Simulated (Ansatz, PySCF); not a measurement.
CH₅FO₂Si₂, SMILES F[Si@H]1OC[SiH2]O1. Atoms are numbered in the order given.

```xyz
11

F      2.2306    -0.1969    -0.4467
Si     0.9908    -0.1962     0.5909
O      0.2307     1.2776     0.5976
C     -1.0318     1.3802    -0.0839
Si    -1.6064    -0.4232    -0.4654
O     -0.1993    -1.2104     0.0330
H      1.5273    -0.5624     1.9073
H     -1.7379     1.9272     0.5624
H     -0.9073     1.9759    -1.0053
H     -2.7679    -0.8683     0.3504
H     -1.8782    -0.6700    -1.9060
```

Geometry optimised at B3LYP-D3(BJ)/def2-SVP. The structure was generated by enumeration; whether it is a known compound was not checked. Other conformers were not sampled.

Two levels are set side by side: PBE-D3(BJ)/def2-SVP (Ansatz, a program for electronic structure) and B3LYP-D3(BJ)/def2-SVP (Ansatz). Each level has its own optimised geometry; the coordinates shown are those of the second. Frequencies come from the Hessian of PySCF at each geometry. Differences are taken from unrounded values.

```
quantity                            B3LYP-D3(BJ)  PBE-D3(BJ)  PBE-D3(BJ) minus B3LYP-D3(BJ)
----------------------------------  ------------  ----------  -----------------------------
mean bond length (Å)                       1.513       1.524                          0.011
bond F1–Si2 (Å)                            1.617       1.629                          0.012
bond Si2–O3 (Å)                            1.658       1.673                          0.015
bond Si2–O6 (Å)                            1.660       1.673                          0.013
bond O3–C4 (Å)                             1.438       1.441                          0.002
bond C4–Si5 (Å)                            1.931       1.937                          0.006
bond Si5–O6 (Å)                            1.688       1.702                          0.014
bond Si2–H7 (Å)                            1.468       1.482                          0.014
bond C4–H8 (Å)                             1.103       1.111                          0.009
bond C4–H9 (Å)                             1.104       1.113                          0.009
bond Si5–H10 (Å)                           1.488       1.502                          0.014
bond Si5–H11 (Å)                           1.487       1.501                          0.014
highest harmonic wavenumber (cm⁻¹)          3085        3019                            -66
mean harmonic wavenumber (cm⁻¹)             1088        1052                            -36
zero-point energy (kcal/mol)               42.00       40.62                          -1.37
```

Exact exchange shortens and stiffens bonds; PBE has none. Differences between two approximate levels are no errors against the true value.
